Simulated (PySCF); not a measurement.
# Spinor energies of Re³⁺ (rhenium, charge +3)

Start: [Xe] 4f14 5d3 6s1; 5d5/2 filled at m_j = +1/2, +3/2, +5/2; 6s1/2 filled at m_j = +1/2. Calculated with PySCF 2.14 in x2c-SVPall-2c with one added diffuse shell each of s, d type (8s9p10d2f, 99 functions): generalised Hartree-Fock with the X2C-1e Hamiltonian and a Gaussian nucleus; one run each with spin-orbit coupling (SO) switched off, then screened by Boettger's factors. This is a chosen level, not necessarily the ground level.

```tsv
spinor shell	electrons	ε, spin-free (eV)	ε, screened SO (eV)	weight of nominal j (screened SO)	rms radius, screened SO (bohr)
1s1/2	2	-72100.2	-72077.5	1.000	0.0204
2s1/2	2	-12674.8	-12667.7	1.000	0.0824
2p1/2	2	-11071.5	-12101.9	1.000	0.0700
2p3/2	4	-11071.5	-10656.2	1.000	0.0775
3s1/2	2	-3025.9	-3023.6	1.000	0.210
3p1/2	2	-2545.0	-2771.5	1.000	0.202
3p3/2	4	-2545.0	-2452.1	1.000	0.217
3d3/2	4	-1992.9	-2032.4	1.000	0.192
3d5/2	6	-1992.9	-1964.4	1.000	0.196
4s1/2	2	-693.33	-692.66	1.000	0.468
4p1/2	2	-532.73	-586.01	1.000	0.476
4p3/2	4	-532.73	-510.76	1.000	0.509
4d3/2	4	-327.05	-335.11	0.999	0.532
4d5/2	6	-327.05	-321.05	1.000	0.543
5s1/2	2	-135.55	-135.47	1.000	1.11
5p1/2	2	-91.049	-99.287	0.913	1.24
4f5/2	6	-96.257	-97.391	0.970	0.649
4f7/2	8	-96.257	-94.907	0.990	0.635
5p3/2	4	-91.049	-87.587	0.982	1.30
5d5/2	3	-44.106	-43.836	0.612	1.75
6s1/2	1	-34.124	-34.049	0.997	2.85
```

```json
{"quantity": "E (hartree)", "spin-free": "-16677.13557", "screened SO": "-16697.69432"}
{"quantity": "M_J", "spin-free": "5", "screened SO": "5"}
{"quantity": "⟨J²⟩", "spin-free": "30.005", "screened SO": "30.023"}
{"quantity": "⟨L²⟩", "spin-free": "12.004", "screened SO": "13.540"}
{"quantity": "⟨S²⟩", "spin-free": "6.001", "screened SO": "5.435"}
```

Each row is a mean over spinors that exchange with the open shell spreads, by up to 7.453 eV (5p3/2).

Rows whose weight is well below 1 are mixtures of j = l ± 1/2: exchange outweighs spin-orbit coupling there, and the label is only the starting occupation.

Breit and QED terms are absent; they matter most for the inner s and p1/2 levels.

Densities and radii are taken from the X2C orbitals without a picture-change correction, which distorts them close to the nucleus.

Without spin-orbit coupling the j labels of p, d and f shells carry no meaning; the spin-free column gives the mean over the occupied spinors of each nl shell.
